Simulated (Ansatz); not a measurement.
Ansatz (a quantum-chemistry and plane-wave program) input:

Ansatz 0.2 input:
```yaml
crystal:
  periodic: [false, false, false]
  atoms:
    - {symbol: C, position_ang: [-1.75773085, -0.10134345, 0.05558461]}
    - {symbol: C, position_ang: [-0.74252211, -1.22251470, 0.05791304]}
    - {symbol: C, position_ang: [0.56677545, -0.84964834, 0.00782957]}
    - {symbol: C, position_ang: [1.06008694, 0.49517278, -0.04619186]}
    - {symbol: N, position_ang: [1.44093606, 1.59274886, -0.08962976]}
    - {symbol: H, position_ang: [-1.37583168, 0.93737169, 0.01383326]}
    - {symbol: H, position_ang: [-2.44356205, -0.23660060, -0.79067201]}
    - {symbol: H, position_ang: [-2.39151303, -0.18586039, 0.94776521]}
    - {symbol: H, position_ang: [1.36469773, -1.59415053, 0.00566966]}
basis:
  gaussian:
    orbitals: def2-TZVP
hamiltonian:
  xc: b3lyp
  dispersion: d3bj
total_charge: -1
phonons: {temperatures: {t_min: 298.15, t_max: 298.15, t_step: 100}}
```

Question: Which total energy does the run end on?

Answer: -209.62061 Eh (B3LYP-D3(BJ)/def2-TZVP). The basis has 179 functions. The run takes very roughly 3 core-minutes.

It need not be the lowest isomer of its formula. Whether it binds its extra electron was not tested at this geometry.
